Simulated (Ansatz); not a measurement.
C2H12N4Ti (`C[N](C)[Ti]([NH2])([NH2])[NH2]`). The species carries charge 0 and has multiplicity 1. Correlated methods include outer-core shells of Ti, which these sets cover unevenly. Scalar relativity is left out up to krypton.

```xyz
19

C     1.6131   -0.5928   -1.3840
N     0.3598   -0.5366   -0.6839
C    -0.5920   -1.5310   -1.1158
Ti   -0.2707    0.5839    0.6818
N    -1.7627    1.5555    0.0042
N     1.0926    1.8243    1.1279
N    -0.6177   -0.4960    2.2125
H     1.4758   -0.4417   -2.4651
H     2.2832    0.1813   -1.0106
H     2.1025   -1.5693   -1.2525
H    -0.2088   -2.5512   -0.9663
H    -1.5274   -1.4456   -0.5516
H    -0.8386   -1.4205   -2.1820
H    -2.1085    1.5057   -0.9433
H    -2.3775    2.1405    0.5532
H     1.7405    1.7105    1.8940
H     1.1579    2.7596    0.7527
H    -1.1008   -0.1927    3.0469
H    -0.4208   -1.4840    2.2820
```

(1) Give the diagnostics of a CCSD(T)/def2-TZVPP run (frozen core, the Gaussian-basis code of Ansatz). (An estimate is asked.)

## Answers

(1) Ansatz gave: T1 = 0.0229, largest single amplitude 0.060, largest double 0.022, (T) share of the correlation energy 4.8 %, 14 CCSD cycles. The RHF solution is stable towards an unrestricted one. T1 lies over the customary mark of 0.02 for closed shells; compounds of d metals often pass it without a breakdown.
